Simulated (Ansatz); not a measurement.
`COCC(=N)Cl` + SiH₄ → `N=C([SiH3])Cl` + dimethyl ether  (formal exchange of groups at a C–C bond)

Isolated molecules relaxed with PBE0-D4/def2-TZVP in Ansatz; ΔE leaves out vibrations. CCSD(T)/CBS is the MP2 limit (def2-TZVPP, def2-QZVPP) plus CCSD(T) − MP2 in def2-TZVPP, frozen cores. This one scheme is used for every species. Functionals use def2-TZVPP. B3LYP here is the variant with VWN-RPA as its local correlation; programs differ in this. Each species was taken in one conformer, which may not be the lowest.

| level | ΔE (kJ/mol) | difference from CCSD(T)/CBS |
| --- | --- | --- |
| B3LYP-D4 | -13.7 | -3.2 |
| r2SCANh-D4 | -9.3 | 1.2 |
| ωB97X-V | -4.6 | 5.9 |
| revPBE | -20.0 | -9.5 |
| BLYP | -21.2 | -10.7 |
| r2SCAN | -11.8 | -1.3 |
| r2SCANh | -10.0 | 0.5 |
| LC-ωPBE | -2.9 | 7.6 |
| RPA@PBE/def2-TZVPP | -8.5 | 2.0 |
| HF/def2-SVP | 3.4 | 13.9 |
| MP2/def2-SVP | 5.8 | 16.3 |
| MP2/def2-TZVPP | -7.7 | 2.8 |
| SCS-MP2/def2-TZVPP | -8.7 | 1.8 |
| CCSD/def2-TZVPP | -6.3 | 4.2 |
| CCSD(T)/def2-TZVPP | -7.5 | 3.0 |
| MP2/CBS(def2) | -10.8 | -0.3 |
| CCSD(T)/CBS | -10.5 | 0 |

Largest T1 diagnostic among the species: 0.013.

From r2SCAN to r2SCAN0 (25 % exact exchange), in def2-TZVPP and without D4, ΔE moves by +4.5 kJ/mol. Leaving LDA and LC-ωPBE aside and taking each functional with its dispersion term where it has one, the values, not all of them listed here, spread over 14.6 kJ/mol, from BLYP-D4 to ωB97X-V. LDA lies +15.7 kJ/mol from PBE without D4.

CCSD(T)/CBS has its own doubt, a few kJ/mol and more with outer-core shells, so smaller differences from it don't rank the levels.
